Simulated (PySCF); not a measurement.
Geometry:
```json
{"atom": "C1", "x (Å)": "3.094", "y (Å)": "0.064", "z (Å)": "-0.076"}
{"atom": "C2", "x (Å)": "2.591", "y (Å)": "-0.532", "z (Å)": "-1.230"}
{"atom": "C3", "x (Å)": "1.219", "y (Å)": "-0.736", "z (Å)": "-1.371"}
{"atom": "C4", "x (Å)": "0.323", "y (Å)": "-0.351", "z (Å)": "-0.369"}
{"atom": "C5", "x (Å)": "-1.162", "y (Å)": "-0.553", "z (Å)": "-0.537"}
{"atom": "C6", "x (Å)": "-1.863", "y (Å)": "-1.273", "z (Å)": "0.652"}
{"atom": "C7", "x (Å)": "-2.911", "y (Å)": "-0.292", "z (Å)": "1.185"}
{"atom": "C8", "x (Å)": "-3.290", "y (Å)": "0.530", "z (Å)": "-0.043"}
{"atom": "C9", "x (Å)": "-1.939", "y (Å)": "0.776", "z (Å)": "-0.706"}
{"atom": "C10", "x (Å)": "0.844", "y (Å)": "0.249", "z (Å)": "0.786"}
{"atom": "C11", "x (Å)": "2.213", "y (Å)": "0.455", "z (Å)": "0.933"}
{"atom": "H12", "x (Å)": "4.168", "y (Å)": "0.224", "z (Å)": "0.039"}
{"atom": "H13", "x (Å)": "3.271", "y (Å)": "-0.843", "z (Å)": "-2.027"}
{"atom": "H14", "x (Å)": "0.831", "y (Å)": "-1.208", "z (Å)": "-2.278"}
{"atom": "H15", "x (Å)": "-1.307", "y (Å)": "-1.158", "z (Å)": "-1.445"}
{"atom": "H16", "x (Å)": "-2.357", "y (Å)": "-2.187", "z (Å)": "0.285"}
{"atom": "H17", "x (Å)": "-1.147", "y (Å)": "-1.595", "z (Å)": "1.422"}
{"atom": "H18", "x (Å)": "-3.766", "y (Å)": "-0.792", "z (Å)": "1.666"}
{"atom": "H19", "x (Å)": "-2.461", "y (Å)": "0.374", "z (Å)": "1.942"}
{"atom": "H20", "x (Å)": "-3.832", "y (Å)": "1.458", "z (Å)": "0.196"}
{"atom": "H21", "x (Å)": "-3.939", "y (Å)": "-0.066", "z (Å)": "-0.708"}
{"atom": "H22", "x (Å)": "-2.007", "y (Å)": "1.087", "z (Å)": "-1.759"}
{"atom": "H23", "x (Å)": "-1.408", "y (Å)": "1.580", "z (Å)": "-0.170"}
{"atom": "H24", "x (Å)": "0.166", "y (Å)": "0.561", "z (Å)": "1.586"}
{"atom": "H25", "x (Å)": "2.596", "y (Å)": "0.922", "z (Å)": "1.844"}
```

Geometry: PBE0-D3(BJ)/def2-SVP; GIAO shifts from PySCF, gas phase, non-relativistic, averaged over equivalent atoms.

At PBE0/pcSseg-1 (257 basis functions):
| atoms | δ (ppm) |
| --- | --- |
| C4 | 156.8 |
| C2/C11 | 134.0 |
| C3/C10 | 133.0 |
| C1 | 131.2 |
| C5 | 47.1 |
| C6/C9 | 41.2 |
| C7/C8 | 31.8 |
| H13/H25 | 7.39 |
| H14/H24 | 7.30 |
| H12 | 7.27 |
| H15 | 2.75 |
| H16/H22 | 2.10 |
| H19/H20 | 1.74 |
| H18/H21 | 1.62 |
| H17/H23 | 1.48 |

Shifts are taken against calculated references (same method and geometry level): ¹³C (184.41 ppm), ¹H (31.27 ppm) against TMS.

Predict the values at HF/pcSseg-1 on the same geometry.

## Answers


```
  atoms  δ at HF/pcSseg-1  change
     C4             159.1    +2.3
 C2/C11             136.6    +2.6
 C3/C10             134.7    +1.7
     C1             132.4    +1.2
     C5              39.2    -7.9
  C6/C9              36.6    -4.6
  C7/C8              27.8    -4.0
H13/H25              7.48   +0.09
H14/H24              7.33   +0.03
    H12              7.30   +0.03
    H15              2.47   -0.28
H16/H22              1.91   -0.19
H19/H20              1.57   -0.17
H18/H21              1.45   -0.17
H17/H23              1.30   -0.18
```

δ = σ(ref) − σ, references computed at the same level: TMS for ¹³C (190.85 ppm) and ¹H (31.69 ppm).

The largest change is at C5 (sp3 CH on an aromatic ring). Cost: 257 basis functions. The order of the carbon signals is the same at both levels.
